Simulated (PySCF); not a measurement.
Electronic structure of Ho⁶⁴⁺ (holmium, charge +64) at the TPSS level

Configuration: [He] 2s1, 2S determinant. All numbers are calculated (PySCF 2.14, scalar relativity by spin-free X2C-1e, in an even-tempered Gaussian basis (18 s from 42 bohr⁻², ratio 2.2; 8 p from 63 bohr⁻², ratio 2.4; 5 d from 190 bohr⁻², ratio 2.4; 5 f from 280 bohr⁻², ratio 2.4; 4 g from 430 bohr⁻², ratio 2.4)).

```json
{
  "Total energy": "-5325.91 hartree",
  "One-electron energy": "-5402.79 hartree",
  "Hartree (Coulomb) energy": "133.13 hartree",
  "Exchange-correlation energy": "-56.25 hartree",
  "⟨S²⟩": "0.7500",
  "⟨L²⟩": "0.000",
  "Sum of ⟨r⟩": "0.1227 bohr",
  "Sum of ⟨r²⟩": "0.009235 bohr²"
}
```

```json
{"shell": "1s α", "electrons": "1", "mean orbital energy (hartree)": "-2317.77509", "rms radius, mean of both spins (bohr)": "0.0234"}
{"shell": "1s β", "electrons": "1", "mean orbital energy (hartree)": "-2316.83421", "rms radius, mean of both spins (bohr)": "0.0234"}
{"shell": "2s α", "electrons": "1", "mean orbital energy (hartree)": "-575.49600", "rms radius, mean of both spins (bohr)": "0.0902"}
```

Densities and radii are taken from the X2C orbitals without a picture-change correction, which distorts them close to the nucleus.
